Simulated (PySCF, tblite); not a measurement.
Species: C8H14AlN.
SMILES with atom numbers: `[CH3:1][CH:2]([CH3:3])[c:4]1[cH:5][cH:6][cH:7][n+:8]([AlH3-:9])[cH:10]1` (hydrogens: H11, H12, H13 on C1; H14 on C2; H15, H16, H17 on C3; H18 on C5; H19 on C6; H20 on C7; H21, H22, H23 on Al9; H24 on C10)

Jobs on this species (24 atoms, 82 electrons) with PySCF (density fitting) and tblite. Hardware of each: an Arm Neoverse V2 with one thread, on a shared host. Times come from a shared host and carry two figures at best.

```csv
level and settings,work,basis functions,SCF cycles,wall time
PBE0/pcSseg-1,"shieldings, ring-centre shieldings, charges and field gradients",247,?,?
GFN2-xTB,L-BFGS relaxation,–,–,0.5 s
GFN2-xTB,Hessian by finite differences,–,–,1.0 s
```

**Question.** Fill in the missing figures.

**Answer.** 
- PBE0/pcSseg-1; shieldings, ring-centre shieldings, charges and field gradients: 51 s, 14 SCF cycles

**Question.** What do all jobs in the table cost together?

**Answer.** About 52 s; the longest takes about 97 % of that, and about 100 times as long as the shortest.
